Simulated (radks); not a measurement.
Results of a calculation; reference values are marked as such.
The tungsten ion W2+, 72 electrons, occupied as [Xe] 4f14 5d3.5 6p0.5 (fractional occupations, a model configuration). Code: a radial shooting solver on a logarithmic mesh with Libxc functionals. Model: Dirac Kohn-Sham, LDA (Slater exchange, Perdew-Wang correlation), spin-unpolarised, spherical densities, finite nucleus; open shells fill j = l - 1/2 first; Fermi nuclear charge, rms radius 5.3658 fm. Some entries of the table are withheld. Estimate them.

orbital  occ.  eigenvalue (hartree)  <1/r> (bohr^-1)  <r> (bohr)
1s1/2       2             -2547.880            86.97     0.01836
2s1/2       2             -440.0769            21.17     0.07700
2p1/2       2             -421.1075              (1)     0.06367
2p3/2       4             -371.4523              (2)     0.07163
3s1/2       2             -101.8325            7.767      0.2008
3p1/2       2             -93.33963            7.688      0.1907
3p3/2       4             -82.60554            6.813      0.2054
3d3/2       4             -68.21188            6.709      0.1797
3d5/2       6             -65.87529            6.503      0.1843
4s1/2       2             -21.50054            3.268      0.4497
4p1/2       2             -17.97499            3.160      0.4547
4p3/2       4             -15.47858            2.853      0.4882
4d3/2       4              -9.66659            2.639      0.5049
4d5/2       6              -9.20652            2.565      0.5165
5s1/2       2              -3.55998            1.267       1.067
5p1/2       2              -2.51002            1.138       1.173
5p3/2       4              -2.14365            1.030       1.276
4f5/2       6              -1.92699              (3)      0.6026
4f7/2       8              -1.84458              (4)      0.6122
5d3/2     3.5              -0.80671           0.7128       1.819
5d5/2       0              -0.77478           0.6896       1.875
6p1/2     0.5              -0.54172           0.3881       3.258
6p3/2       0              -0.49855           0.3614       3.488

Answer. 
(1) 2p1/2 <1/r> (bohr^-1): 21.15
(2) 2p3/2 <1/r> (bohr^-1): 17.76
(3) 4f5/2 <1/r> (bohr^-1): 2.102
(4) 4f7/2 <1/r> (bohr^-1): 2.070
